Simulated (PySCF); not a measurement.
**A survey of ¹⁹F NMR shifts**

A single conformation, relativity neglected, rapidly exchanging positions averaged, no solvent model. GIAO PBE0/pcSseg-1 shieldings; geometry from GFN2-xTB; PySCF.

Shieldings were converted by a linear fit to measured shifts: ¹⁹F: δ = 146.13 − 0.903σ +14.6 on sp3 carbon (rms 6.0 ppm, 223 shifts, 7.0 ppm with the 5 outliers that the fit left out vs CFCl3, solution or neat liquid). A few per cent of atoms miss by over 2 rms, more outside the fitted compound classes.

Question: Give the ¹⁹F shifts of `CS[SiH2]C1=C[C@@H](F)[C@@H]1F`, `CS[C@@H](F)[SiH2]CCF`, `O=C1C=C[C@H](C(F)=C(F)F)CC1`, `CC[C@H](OC(F)F)OC(F)(F)F`.

Answer: 
```
                                                                          compound                                environment  δ (ppm)
                    [CH3:1][S:2][SiH2:3][C:4]1=[CH:5][C@@H:6]([F:7])[C@@H:8]1[F:9]              F7: fluorine on an sp3 carbon   -163.9
                    [CH3:1][S:2][SiH2:3][C:4]1=[CH:5][C@@H:6]([F:7])[C@@H:8]1[F:9]              F9: fluorine on an sp3 carbon   -166.0
                            [CH3:1][S:2][C@@H:3]([F:4])[SiH2:5][CH2:6][CH2:7][F:8]              F4: fluorine on an sp3 carbon   -190.3
                            [CH3:1][S:2][C@@H:3]([F:4])[SiH2:5][CH2:6][CH2:7][F:8]              F8: fluorine on an sp3 carbon   -198.0
[O:1]=[C:2]1[CH:3]=[CH:4][C@H:5]([C:6]([F:7])=[C:8]([F:9])[F:10])[CH2:11][CH2:12]1                      F10: vinylic fluorine   -104.3
[O:1]=[C:2]1[CH:3]=[CH:4][C@H:5]([C:6]([F:7])=[C:8]([F:9])[F:10])[CH2:11][CH2:12]1                       F9: vinylic fluorine   -121.7
[O:1]=[C:2]1[CH:3]=[CH:4][C@H:5]([C:6]([F:7])=[C:8]([F:9])[F:10])[CH2:11][CH2:12]1                       F7: vinylic fluorine   -189.2
    [CH3:1][CH2:2][C@H:3]([O:4][CH:5]([F:6])[F:7])[O:8][C:9]([F:10])([F:11])[F:12]  F10/11/12: fluorine of an OCF3 group (×3)    -60.2
    [CH3:1][CH2:2][C@H:3]([O:4][CH:5]([F:6])[F:7])[O:8][C:9]([F:10])([F:11])[F:12]                F7: fluorine of a CF2 group    -79.5
    [CH3:1][CH2:2][C@H:3]([O:4][CH:5]([F:6])[F:7])[O:8][C:9]([F:10])([F:11])[F:12]                F6: fluorine of a CF2 group    -89.3
```

Question: Match the shifts -57.3, -69.4, -110.1 ppm to `C[SiH](C)SCC(F)F`, `Oc1ccc(CC(F)(F)F)cc1`, `Cc1cccc(OC(F)(F)F)c1`.

Answer: -57.3: Cc1cccc(OC(F)(F)F)c1 (fluorine of an OCF3 group); -69.4: Oc1ccc(CC(F)(F)F)cc1 (fluorine of a CF3 group); -110.1: C[SiH](C)SCC(F)F (fluorine of a CF2 group).
